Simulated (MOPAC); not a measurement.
MOPAC input (PM6):

```
PM6 FORCE THERMO(298,298) PRECISE LET CHARGE=-1 GEO-OK AUX(PRECISION=9) THREADS=1
CH2F3Ge

C     1.82737014 1    0.17379560 1    0.24683176 1
Ge    0.12954313 1    0.01409033 1    0.01992906 1
F    -0.80874172 1    1.46111157 1   -0.32016890 1
F    -0.55783609 1   -0.93510274 1   -1.28650717 1
F    -0.81595217 1   -0.74959350 1    1.28989144 1
H     2.38125082 1    0.95891313 1   -0.19831078 1
H     2.37647436 1   -0.49290379 1    0.85945556 1
```

Output:

```
 *******************************************************************************
 **                                                                           **
 **                              MOPAC v23.2.5                                **
 **                                                                           **
 *******************************************************************************
 ** MOPAC's Digital Object Identifier: https://doi.org/10.5281/zenodo.6511958 **
 **                                                                           **
 ** Please cite the open-source release paper for use of this MOPAC version:  **
 ** J. E. Moussa and J. J. P. Stewart (2026)                                  **
 ** MOPAC: An open-source semiempirical molecular orbital program             **
 ** J. Open Source Softw., 11(119), 8025, https://doi.org/10.21105/joss.08025 **
 *******************************************************************************

                              PM6 CALCULATION RESULTS

 *******************************************************************************
 *  PM6        - The PM6 Hamiltonian to be used
 *  GEO-OK     - OVERRIDE INTERATOMIC DISTANCE AND OTHER SAFETY CHECKS
 *
 *
 *
 *                 CHARGE ON SYSTEM = -1
 *
 *
 *
 *  LET        - OVERRIDE SOME SAFETY CHECKS
 *  PRECISE    - TIGHTER CRITERIA TO BE USED
 *  FORCE      - FORCE CALCULATION SPECIFIED
 *  AUX        - OUTPUT AUXILIARY INFORMATION
 *  THERMO     - THERMODYNAMIC QUANTITIES TO BE CALCULATED
 *******************************************************************************
PM6 FORCE THERMO(298,298) PRECISE LET CHARGE=-1 GEO-OK AUX(PRECISION=9) THREADS=1
 CH2F3Ge

   ATOM   CHEMICAL          X               Y               Z
  NUMBER   SYMBOL      (ANGSTROMS)     (ANGSTROMS)     (ANGSTROMS)

     1       C          1.82737014  *   0.17379560  *   0.24683176  *
     2      Ge          0.12954313  *   0.01409033  *   0.01992906  *
     3       F         -0.80874172  *   1.46111157  *  -0.32016890  *
     4       F         -0.55783609  *  -0.93510274  *  -1.28650717  *
     5       F         -0.81595217  *  -0.74959350  *   1.28989144  *
     6       H          2.38125082  *   0.95891313  *  -0.19831078  *
     7       H          2.37647436  *  -0.49290379  *   0.85945556  *

          CARTESIAN COORDINATES

    NO.       ATOM           X           Y           Z

     1         C          1.8274      0.1738      0.2468
     2        Ge          0.1295      0.0141      0.0199
     3         F         -0.8087      1.4611     -0.3202
     4         F         -0.5578     -0.9351     -1.2865
     5         F         -0.8160     -0.7496      1.2899
     6         H          2.3813      0.9589     -0.1983
     7         H          2.3765     -0.4929      0.8595

 General Reference for PM6:
 "Optimization of Parameters for Semiempirical Methods V: Modification of NDDO Approximations
 and Application to 70 Elements", J. J. P. Stewart, J. Mol. Mod., 13, 1173-1213 (2007)
[...]
 REDUCED MASS        1.0357         Ge2 -- F 4          +4.5% ( 19.8%)     87.9%
 EFFECTIVE MASS      5.0779
 FORCE CONSTANT      0.2945

 VIBRATION         11    7A'         ATOM PAIR     ENERGY CONTRIBUTION    RADIAL
 FREQUENCY           858.23         C 1 -- Ge2         +40.8% (109.8%)    100.0%
 TRANSITION DIPOLE   2.4975         C 1 -- H 7         +27.2% ( 89.7%)     30.7%
 TRAVEL (Ang.)       0.0977         C 1 -- H 6         +27.2% ( 89.7%)     30.7%
 REDUCED MASS        8.2259         Ge2 -- F 4          +1.6% ( 21.9%)     36.2%
 EFFECTIVE MASS     19.5430
 FORCE CONSTANT      3.5698

 VIBRATION         12    5A"         ATOM PAIR     ENERGY CONTRIBUTION    RADIAL
 FREQUENCY           870.26         C 1 -- H 6         +43.3% ( 89.5%)     11.7%
 TRANSITION DIPOLE   1.0530         C 1 -- H 7         +43.3% ( 89.5%)     11.7%
 TRAVEL (Ang.)       0.3111         C 1 -- Ge2         +13.0% ( 49.1%)      0.0%
 REDUCED MASS        0.8005         Ge2 -- F 4          +0.1% (  5.2%)      0.0%
 EFFECTIVE MASS      3.9378
 FORCE CONSTANT      0.3572

 VIBRATION         13    8A'         ATOM PAIR     ENERGY CONTRIBUTION    RADIAL
 FREQUENCY          1278.12         C 1 -- H 7         +46.2% ( 63.2%)      1.9%
 TRANSITION DIPOLE   0.6981         C 1 -- H 6         +46.2% ( 63.2%)      1.9%
 TRAVEL (Ang.)       0.3131         C 1 -- Ge2          +7.6% ( 25.6%)    100.0%
 REDUCED MASS        0.5382
 EFFECTIVE MASS      1.9394
 FORCE CONSTANT      0.5180

 VIBRATION         14    6A"         ATOM PAIR     ENERGY CONTRIBUTION    RADIAL
 FREQUENCY          2791.50         C 1 -- H 7         +49.5% ( 72.4%)     98.3%
 TRANSITION DIPOLE   0.7998         C 1 -- H 6         +49.5% ( 72.4%)     98.3%
 TRAVEL (Ang.)       0.2157         C 1 -- Ge2          +1.0% ( 10.3%)      0.0%
 REDUCED MASS        0.5190
 EFFECTIVE MASS      1.5347
 FORCE CONSTANT      2.3829

 VIBRATION         15    9A'         ATOM PAIR     ENERGY CONTRIBUTION    RADIAL
 FREQUENCY          2832.21         C 1 -- H 6         +49.8% ( 69.3%)     96.3%
 TRANSITION DIPOLE   0.8695         C 1 -- H 7         +49.8% ( 69.3%)     96.3%
 TRAVEL (Ang.)       0.2218         C 1 -- Ge2          +0.5% (  6.6%)    100.0%
 REDUCED MASS        0.4838
 EFFECTIVE MASS      1.2130
 FORCE CONSTANT      2.2864

      SYMMETRY NUMBER FOR POINT-GROUP Cs  =  1

          SYSTEM IS A GROUND STATE

 CH2F3Ge

          MOLECULE IS NOT LINEAR

          THERE ARE 15 GENUINE VIBRATIONS IN THIS SYSTEM
          THIS THERMODYNAMICS CALCULATION IS LIMITED TO
          MOLECULES WHICH HAVE NO INTERNAL ROTATIONS

                    CALCULATED THERMODYNAMIC PROPERTIES
                                          *
   TEMP. (K)   PARTITION FUNCTION   H.O.F.    ENTHALPY  HEAT CAPACITY ENTROPY
                                   KCAL/MOL   CAL/MOLE    CAL/K/MOL  CAL/K/MOL

 298.00  VIB.     0.3389D+03                  2822.5300    16.4275    21.0485
         ROT.     0.1346D+06                   888.2803     2.9808    26.4498
         INT.     0.4562D+08                  3710.8103    19.4083    47.4983
         TRA.     0.1664D+28                  1480.4672     4.9680    40.7947
         TOT.                     -237.832    5191.2775    24.3763    88.2930

   *: NOTE: HEATS OF FORMATION ARE RELATIVE TO THE
            ELEMENTS IN THEIR STANDARD STATE AT 298K
              (=  Standard Enthalpy of Formation).

            Hvib:  Zero-point energy is not included.
                   frequencies of less than zero cm-1 are not included.
            Hrot = (3/2)RT
            Htra = (3/2)RT + pV = (5/2)RT

            Heat capacity is Cp, not Cv

          For more information, see: HTTP://OpenMOPAC.net/Manual/thermochemistry.html

           FORCE CONSTANT IN CARTESIAN COORDINATES (Millidynes/A)

    ATOM   CHEMICAL       X               Y               Z
   NUMBER   SYMBOL  FORCE CONSTANT  FORCE CONSTANT  FORCE CONSTANT

      1       C        7.046300        5.158827        2.154052
      2      Ge        7.830637        4.435446        4.052296
      3       F        0.965254        2.501954        0.159609
      4       F        1.110083        0.599946        1.787323
      5       F        0.965470        0.908053        1.753294
      6       H        1.786806        2.590371        0.762132
      7       H        1.786482        2.532652        0.820174

 **********************
 *                    *
 * JOB ENDED NORMALLY *
 *                    *
 **********************

 == MOPAC DONE ==
```

The dipole moment of an ion depends on the origin.
